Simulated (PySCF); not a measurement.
Ga(F)2(SeH) (F2GaHSe), SMILES [F][Ga]([F])[SeH].

Coordinates come from a ωB97X-D3(BJ)/def2-SVP optimisation. The structure was generated by enumeration; whether it is a known compound was not checked. One conformer was computed; it need not be the lowest.

Method: PBE0/def2-TZVPD in PySCF.

Symmetry labels are those of the subgroup Cs that the program uses (full group Cs).

**Question.** List the valence orbital energies around the gap with their symmetry. (An estimate is asked for; the answer gives what the named calculation found.)

**Answer.** 
| orbital | symmetry | energy (eV) |
|---|---|---|
| HOMO−7 | A' | -12.51 |
| HOMO−6 | A' | -11.98 |
| HOMO−5 | A" | -11.79 |
| HOMO−4 | A' | -11.51 |
| HOMO−3 | A" | -11.35 |
| HOMO−2 | A' | -11.19 |
| HOMO−1 | A' | -9.84 |
| HOMO | A" | -8.22 |
| LUMO | A' | -1.89 |
| LUMO+1 | A" | -0.94 |
| LUMO+2 | A' | -0.67 |
| LUMO+3 | A' | 0.50 |
